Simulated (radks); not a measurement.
Question: Neutral hydrogen, 1s1. All-electron calculation, non-relativistic Kohn-Sham, exchange-only B88, spin-polarised, spherical densities, point nucleus. Program: a radial shooting solver on a logarithmic mesh with Libxc functionals. Every spin shell is full or empty, so the densities are truly spherical. Functionals are evaluated on that one density, not self-consistently. Rank these orbital-free kinetic functionals by their error against the exact value of the orbitals, and give that value: Thomas-Fermi, von Weizsacker, TF + vW, TF + vW/9, TF + vW/5, LC94, APBEK, revAPBEK, Perdew 92, Thakkar, Pearson, LKT, PG1, DePristo-Kress, Ernzerhof.

Answer: Exact: 0.497914 hartree. From best to worst, with 100 (|E| - |E exact|)/|E exact| (equal figures are ties): von Weizsacker 0.00, APBEK +1.39, LC94 +1.51, Thakkar +1.75, DePristo-Kress +1.85, TF + vW/9 +1.93, Perdew 92 +1.96, revAPBEK +2.28, Pearson -3.04, Ernzerhof +5.55, Thomas-Fermi -9.18, TF + vW/5 +10.82, PG1 +53.98, LKT +61.44, TF + vW +90.82.
